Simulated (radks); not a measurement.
Sr VIII, configuration [Ar] 3d10 4s2 4p1 (the NIST ground configuration). Method: scalar-relativistic Kohn-Sham, PBE, spin-unpolarised, spherical densities, point nucleus; computed with a radial shooting solver on a logarithmic mesh with Libxc functionals. Some entries of the table are withheld. Estimate them.

orbital  occ.  eigenvalue (Ry)  <r> (bohr)
1s          2        -1179.586     0.03916
2s          2        -166.6293         (1)
2p          6              (2)      0.1503
3s          2        -32.36414      0.4906
3p          6        -26.65383      0.4962
3d         10        -17.22358      0.4922
4s          2         -9.79518       1.223
4p          1         -8.21733       1.324

Answer. 
(1) 2s <r> (bohr): 0.1724
(2) 2p eigenvalue (Ry): -148.9745
